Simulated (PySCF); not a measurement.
CsF, SMILES [F][Cs].

The structure is a stationary point at PBE0-D3(BJ)/def2-TZVPD. The def2 effective core potentials stand for the cores of Cs; spin–orbit coupling is left out.

Level of theory: r2SCAN/def2-TZVPD in PySCF.

The molecule is in vacuum.

- total energy: -120.06910 hartree
- point group: C∞v
- highest occupied level: -5.06 eV
- lowest empty level: -0.62 eV
- orbital gap: 4.44 eV
- dipole moment: 7.94 D
- quadrupole, principal values (traceless, Buckingham form, about the centre of nuclear charge): -16.90, 8.45, 8.45 D·Å
- mean static polarisability: 30.3 bohr³ (4.49 Å³)
- polarisability, principal values: 24.5, 24.5, 41.9 bohr³
